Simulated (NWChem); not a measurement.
# Si2NH5O2; SMILES [Si@H]1(O[SiH2]N1)O

```xyz
10

O     -0.0852    -2.1770    -0.5196
Si    -0.0020    -0.8455     0.4474
N      1.1881     0.3694     0.0601
Si    -0.0744     1.5526    -0.1696
O     -1.1923     0.3251     0.1633
H     -0.1132    -2.0259    -1.4696
H     -0.0103    -1.4048     1.8154
H      2.1983     0.3903     0.0572
H     -0.2156     2.1165    -1.5444
H     -0.1258     2.6708     0.8154
```
Atoms are numbered in this order, from 1.

Results from NWChem. Pople sets run with spherical d functions. The geometry was optimised at PBE0/def2-SVP. Atomic charges in e: unrestrained fits to the electrostatic potential beside Mulliken populations; buried atoms are poorly determined by the fit.

Question: What does the run give for Hartree-Fock/6-31G*? Quantities: ESP O1; Mulliken O1; ESP Si2; Mulliken Si2; ESP N3; Mulliken N3; ESP Si4; Mulliken Si4; ESP O5; Mulliken O5; relative RMS misfit of the potential (%).

Answer: The ESP O1 comes out as -0.81, the Mulliken O1 is -0.87 and the ESP Si2 is 1.31. The Mulliken Si2 comes out as 1.37 and the ESP N3 is -1.14. The Mulliken N3 is -1.10 and the ESP Si4 is 1.10. The Mulliken Si4 is 1.13 and the ESP O5 comes out as -0.76. The Mulliken O5 is -0.89. The relative RMS misfit of the potential (%) is 23.
